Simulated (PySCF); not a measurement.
Species: SnH2MeF, CH₅FSn.
SMILES: `[H][Sn]([H])([CH3])[F]`

Computed with PySCF 2.14.0, PBE0-D3(BJ)/def2-SVP geometry optimisation, gas phase, def2 core potentials past Kr.

Take the most abundant isotopes and a rigid rotor. 

Give the principal moments of inertia and the rotational constants in MHz.

Ia = 51.08, Ib = 99.17, Ic = 138.77 u·Å²; 505379 MHz·u·Å²/I gives A = 9893, B = 5096, C = 3642 MHz.

Classify the top.

An asymmetric top. Ray's parameter κ = (2B − A − C)/(A − C) = -0.535; −1 is the prolate and +1 the oblate limit.

What does the inertial defect say?

Not planar: Δ = Ic − Ia − Ib = -11.49 u·Å². For a rigid frame Δ = −2 Σ m c², so Σ m c² = 5.74 u·Å² lies off the ab plane, practically all of it from hydrogen. The atom farthest from that plane is 1.43 Å away.

Give the coordinates in the principal-axis frame, origin at the centre of mass.

The sense of each axis is arbitrary; atoms in the order of the calculation.
```json
{"atom": "Sn1", "mass (u)": "119.902", "a (Å)": "0.015", "b (Å)": "-0.260", "c (Å)": "0.000"}
{"atom": "H2", "mass (u)": "1.008", "a (Å)": "-0.169", "b (Å)": "-1.184", "c (Å)": "1.431"}
{"atom": "H3", "mass (u)": "1.008", "a (Å)": "-0.174", "b (Å)": "-1.183", "c (Å)": "-1.430"}
{"atom": "C4", "mass (u)": "12.000", "a (Å)": "1.751", "b (Å)": "0.986", "c (Å)": "0.000"}
{"atom": "H5", "mass (u)": "1.008", "a (Å)": "2.658", "b (Å)": "0.365", "c (Å)": "0.007"}
{"atom": "H6", "mass (u)": "1.008", "a (Å)": "1.745", "b (Å)": "1.626", "c (Å)": "0.893"}
{"atom": "H7", "mass (u)": "1.008", "a (Å)": "1.753", "b (Å)": "1.618", "c (Å)": "-0.899"}
{"atom": "F8", "mass (u)": "18.998", "a (Å)": "-1.509", "b (Å)": "0.954", "c (Å)": "0.000"}
```

Where do the levels up to J = 4 lie, in cm⁻¹?

Above 0(0,0):
J = 1: 1(0,1) 0.2915, 1(1,1) 0.4515, 1(1,0) 0.5000
J = 2: 2(0,2) 0.8649, 2(1,2) 0.9859, 2(1,1) 1.1314, 2(2,1) 1.6115, 2(2,0) 1.6209
J = 3: 3(0,3) 1.7036, 3(1,3) 1.7821, 3(1,2) 2.0719, 3(2,2) 2.4859, 3(2,1) 2.5310, 3(3,1) 3.4127, 3(3,0) 3.4139
J = 4: 4(0,4) 2.7908, 4(1,4) 2.8350, 4(1,3) 3.3120, 4(2,3) 3.6443, 4(2,2) 3.7679, 4(3,2) 4.5944, 4(3,1) 4.6025, 4(4,1) 5.8704, 4(4,0) 5.8706
Those of J = 1 are B + C, A + C and A + B.

Which lines would a microwave search look for?

The dipole components are |μa| = 2.81 D, |μb| = 1.18 D, |μc| = 0.00 D; the mirror of this Cs structure is the ab plane, so μc vanishes by symmetry and there are no c-type lines. Intensities carry the squares of the components, which stand as 1.00 : 0.18 (a : b). Some lines, for components of 0.1 D or more:

```csv
type,branch,"J(Ka,Kc)",MHz,lower level (cm⁻¹)
a,Q,"1(1,0) ← 1(1,1)",1454,0.451
a,Q,"2(1,1) ← 2(1,2)",4362,0.986
b,Q,"1(1,0) ← 1(0,1)",6252,0.291
b,Q,"2(1,1) ← 2(0,2)",7989,0.865
a,R,"1(0,1) ← 0(0,0)",8738,0.000
b,R,"2(0,2) ← 1(1,1)",12394,0.451
b,R,"1(1,1) ← 0(0,0)",13535,0.000
b,Q,"2(2,0) ← 2(1,1)",14676,1.131
a,R,"2(1,2) ← 1(1,1)",16021,0.451
a,R,"2(0,2) ← 1(0,1)",17192,0.291
b,Q,"2(2,1) ← 2(1,2)",18755,0.986
a,R,"2(1,1) ← 1(1,0)",18929,0.500
b,R,"2(1,2) ← 1(0,1)",20819,0.291
b,R,"2(2,1) ← 1(1,0)",33322,0.500
b,R,"2(2,0) ← 1(1,1)",35059,0.451
```

Estimate the classical rotational partition function at 10 K, 200 K and 298.15 K.

Point group Cs, symmetry number σ = 1; q = (√π/σ)·√((kT/h)³/(ABC)), k/h = 20836.6 MHz/K: 393 at 10 K, 35200 at 200 K, 64100 at 298.15 K.

Stationary, but not proved a minimum. Zero-point vibration and centrifugal distortion are left out. A rigid rotor knows nothing of internal rotation, which can split or shift real lines.
